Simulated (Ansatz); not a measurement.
Molecule: ZnF (charge 0, doublet). The spin state was set by rule; other spins were not relaxed. 
Geometry from a B3LYP-D3(BJ)/def2-TZVP (Ansatz, an electronic-structure program) optimisation:
```
Zn
F 1 1.8032
```
Charge 0, spin multiplicity 2.

Computed values are from Ansatz. Cores are frozen in the correlated levels unless marked. Open shells are spin-unrestricted. Spin-orbit coupling is left out. Frozen are the shells of the preceding noble gas and the d and f shells that filled before the atom's block. No relativistic terms. CBS marks a two-point X^-3 extrapolation of the correlation energy; Hartree-Fock from the larger set.

**Question.** What is the atomisation energy De at CCSD(T)/CBS(def2-TZVPPD,def2-QZVPPD)?

**Answer.** 71.5 kcal/mol.

**Question.** What is the T1 diagnostic at CCSD/def2-QZVPPD?

**Answer.** 0.020.

**Question.** What is the total energy at CCSD(T)/CBS(def2-TZVPPD,def2-QZVPPD)?

**Answer.** -1878.1524 Eh.

**Question.** What is the dipole moment at CCSD(T)/def2-SVPD?

**Answer.** 3.31 D.
